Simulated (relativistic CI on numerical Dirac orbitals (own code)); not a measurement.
**Forbidden transitions in Ni¹⁹⁺**

Calculated at this level of theory: Dirac-Coulomb-Breit CI, separate exchange-only KLI orbitals for each configuration, model QED, unscaled Slater integrals (own radial code, finite nucleus).

Configuration list (outside the closed core 1s2): 2s2 2p5, 2s 2p6, 2p6 3s, 2p6 3p, 2s2 2p4 3s, 2p6 3d, 2s2 2p4 3p, 2s2 2p4 3d, 2s 2p5 3s, 2s 2p5 3p, 2s 2p5 3d, 2s2 2p4 4s, 2s2 2p4 4p, 2s2 2p4 4d, 2s2 2p4 4f, 2s 2p5 4s, 2s 2p5 4p, 2s2 2p3 3s2, 2s2 2p4 5s, 2s2 2p4 5p, 2s 2p5 4d, 2s2 2p4 5d, 2s 2p5 4f, 2s2 2p4 5f, 2s2 2p4 5g, 2s2 2p3 3s 3p, 2s2 2p3 3p2, 2s2 2p3 3s 3d, 2s2 2p3 3p 3d, 2s 2p4 3s2, 2s 2p4 3s 3p, 2s2 2p3 3d2, 2s 2p5 5s, 2s 2p5 5p, 2s 2p5 5d, 2s 2p5 5f. Levels of other configurations are missing.

| λ vac (nm) | Lower | Upper | Type | A (s⁻¹) | log gf |
| --- | --- | --- | --- | --- | --- |
| 1.0479 | 2s2 2p5 2P°_1/2 [2] | 2s 2p5 3d 2D°_5/2 [107] | E2 | 4.51e+09 | -3.35 |
| 1.0514 | 2s2 2p5 2P°_1/2 [2] | 2s 2p5 3d 2F°_5/2 [103] | E2 | 6.08e+09 | -3.22 |
| 1.0585 | 2s 2p6 2S_1/2 [3] | 2p6 3d 2D_5/2 [182] | E2 | 1.01e+10 | -2.99 |
| 1.0698 | 2s2 2p5 2P°_3/2 [1] | 2s 2p5 3d 2F°_7/2 [95] | E2 | 8.01e+09 | -2.96 |
| 1.0702 | 2s2 2p5 2P°_3/2 [1] | 2s 2p5 3d 2D°_5/2 [94] | E2 | 1.24e+10 | -2.89 |
| 1.0771 | 2s2 2p5 2P°_3/2 [1] | 2s 2p5 3d 2F°_7/2 [88] | E2 | 8.23e+09 | -2.94 |
| 1.0782 | 2s2 2p5 2P°_1/2 [2] | 2s 2p5 3d 2F°_5/2 [101] | E2 | 7.67e+09 | -3.10 |
| 1.0787 | 2s2 2p5 2P°_3/2 [1] | 2s 2p5 3d 4F°_5/2 [86] | E2 | 3.64e+09 | -3.42 |
| 1.0864 | 2s2 2p5 2P°_1/2 [2] | 2s 2p5 3d 4D°_5/2 [96] | E2 | 2.81e+09 | -3.52 |
| 1.2346 | 2s2 2p5 2P°_1/2 [2] | 2s2 2p4 3p 2P°_3/2 [38] | E2 | 1.30e+09 | -3.93 |
| 1.2388 | 2s2 2p5 2P°_3/2 [1] | 2s2 2p4 3p 2D°_5/2 [28] | E2 | 6.36e+08 | -4.06 |
| 1.2434 | 2s2 2p5 2P°_3/2 [1] | 2s2 2p4 3p 2F°_7/2 [26] | E2 | 1.73e+09 | -3.49 |
| 1.2529 | 2s2 2p5 2P°_3/2 [1] | 2s2 2p4 3p 2D°_3/2 [24] | E2 | 8.85e+08 | -4.08 |
| 1.2570 | 2s2 2p5 2P°_3/2 [1] | 2s2 2p4 3p 4D°_5/2 [22] | E2 | 7.14e+08 | -3.99 |
| 1.2613 | 2s2 2p5 2P°_1/2 [2] | 2s2 2p4 3p 2D°_5/2 [28] | E2 | 7.63e+08 | -3.96 |
| 1.2623 | 2s2 2p5 2P°_3/2 [1] | 2s2 2p4 3p 4D°_3/2 [19] | E2 | 9.94e+08 | -4.02 |
| 1.2658 | 2s2 2p5 2P°_3/2 [1] | 2s2 2p4 3p 2D°_3/2 [17] | E2 | 1.59e+09 | -3.81 |
| 1.2711 | 2s2 2p5 2P°_1/2 [2] | 2s2 2p4 3p 2F°_5/2 [25] | E2 | 1.58e+09 | -3.64 |
| 1.2759 | 2s2 2p5 2P°_1/2 [2] | 2s2 2p4 3p 2D°_3/2 [24] | E2 | 1.34e+09 | -3.88 |
| 1.2772 | 2s2 2p5 2P°_3/2 [1] | 2s2 2p4 3p 2D°_5/2 [14] | E2 | 2.27e+09 | -3.48 |

Terms are leading LS components. Brackets give the number of a level in order of energy, since labels repeat. The list gives strong lines, with weight on those to low levels, among the lowest 400 of 1082 levels, so that lines to higher ones, which can be the strongest, are missing. Levels whose partners in the same complex of configurations lie outside the list can be far off, and so can their lines. Rates are taken at the computed energies, electric ones in the length gauge.

At this charge energies of transitions that change n are usually good to better than 1 %, and those within a shell (Δn = 0) to a few per cent.

LS names give the leading component of a level, which can be under half, so a name can repeat, a term be missing and a line seem to break the LS rules.
